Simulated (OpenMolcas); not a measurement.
## What dynamic correlation does to the levels of Rh⁺

```yaml
Program: OpenMolcas
Basis: ANO-RCC-VQZP [8s7p5d3f2g1h]
Scalar_Hamiltonian: DKH2, point nucleus
Active_space: 8 electrons in 5 orbitals (4d)
State_averaging: 2S+1 = 3 even, 10 roots; 2S+1 = 1 even, 15 roots
Spin-orbit_coupling: state interaction with AMFI integrals over the reference wave functions, term energies averaged over their components
```

Methods on the same reference wave functions:
A. CASSCF
B. SS-CASPT2, IPEA 0.25 Eh, imaginary shift 0.1 Eh (closed shells correlated: 4s 4p)

Energies in cm-1 above 4d8 3F4, the measured ground level; measured values from NIST Handbook of Basic Atomic Spectroscopic Data.

```csv
Level,A,B,Measured
4d8 3F4,0.0,0.0,0.0
4d8 3F3,2392,2410,2401
4d8 3F2,3759,3550,3581
4d8 1D2 [50 %],11812,8590,
4d8 3P1,15102,11600,10515
4d8 3P2 [58 %],15221,11830,
4d8 3P0,15397,11830,10761
4d8 1G4,18701,15040,14855
4d8 1S0,43970,35260,
```

Deviations, from unrounded energies. A percentage is the sum of absolute deviations over the sum of measured energies, with the sign that they share, or ± where signs differ.

```tsv
Against measurement	Levels	A	B
mean absolute deviation (cm-1)	5	2700	470
fine structure of the ground term (%)	2	±3.1	±0.6
other terms of the ground configuration (%)	3	+36.2	+6.5
```

B lies closest to measurement on these levels. The largest miss of B in the table is 4d8 3P1, by +1100 cm-1. The ranking rests on the paired levels alone, and a cruder setting can come out closer through cancelling errors.

From A to B the spin-free energies of the other terms of 4d8 shown, above 3F, scale by factors of 0.69 to 0.79.

The lowest spin-free term lies below A's lowest term by 0.606 hartree in B.

CASPT2 does not keep the components of a term degenerate, so their means are used; among the terms shown or strongly mixed into the levels shown the widest spread is 790 cm-1 (4d8 1G, B). Configurations with an s electron lie low at this charge and mix in, so terms can be misplaced. Without dynamic correlation excited terms often stand tens of per cent too high (terms of higher spin than the ground term too low), and those without a measured partner can miss by more than the paired ones (holds for A). Measured partners are found by configuration, term and J. A level has none where our copy of the source lacks it or the pairing is in doubt (some pairs that miss far off the trend of their configuration count as doubtful), and it then counts in no deviation. Only configurations of the active space appear.

A share in square brackets marks a mixed level and gives the weight of the term that names it, the lowest over the columns.
